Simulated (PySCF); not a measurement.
Simulation results for BCl$_{2}$H$_{2}$Si

All values are calculated (PySCF 2.14.0). Calculation on a computer-drawn molecule: optimised geometry and harmonic frequencies of an isolated molecule of the commonest isotopes, restricted reference for singlets and unrestricted otherwise, frozen core in MP2.

BCl$_{2}$H$_{2}$Si

Start structure:
```xyz
6
BCl2H2Si
Cl    -1.3388     3.0365     2.1244
B     -0.9219     1.3998     1.6180
Si    -1.6706     0.7036    -0.1071
Cl    -1.5614    -1.3599    -0.2999
H     -0.1323     0.7991     2.2779
H     -3.0311     1.1326    -0.4814
```

| Property | Result |
| --- | --- |
| charge | 0 |
| multiplicity | 2 |
| method | MP2 |
| basis | cc-pV(D+d)Z |
| rotational constants | 24.1, 1.075, 1.029 GHz |
| total energy | -1234.2721 hartree |
| spin squared | 0.7633 |
| convergence status largest gradient component | 3.211e-05 hartree/bohr |

Drawn bonds:
```csv
atom,other atom,order
1,2,1
2,3,1
3,4,1
2,5,1
3,6,1
```

Optimised structure:
```xyz
6
BCl2H2Si
Cl    -1.3219     3.0672     2.0870
B     -0.9206     1.4070     1.6483
Si    -1.8842     0.5770     0.1899
Cl    -1.5151    -1.3443    -0.4195
H     -0.0641     0.8227     2.2552
H     -2.9502     1.1821    -0.6291
```

Modes:
```csv
frequency (cm⁻¹),reduced mass (dalton)
96.72,6.151
107.4,8.977
224.3,17.83
267.3,1.324
562.4,10.43
696.9,1.295
708.4,7.368
797.2,1.123
861.3,2.242
1077,1.745
2331,1.043
2704,1.094
```
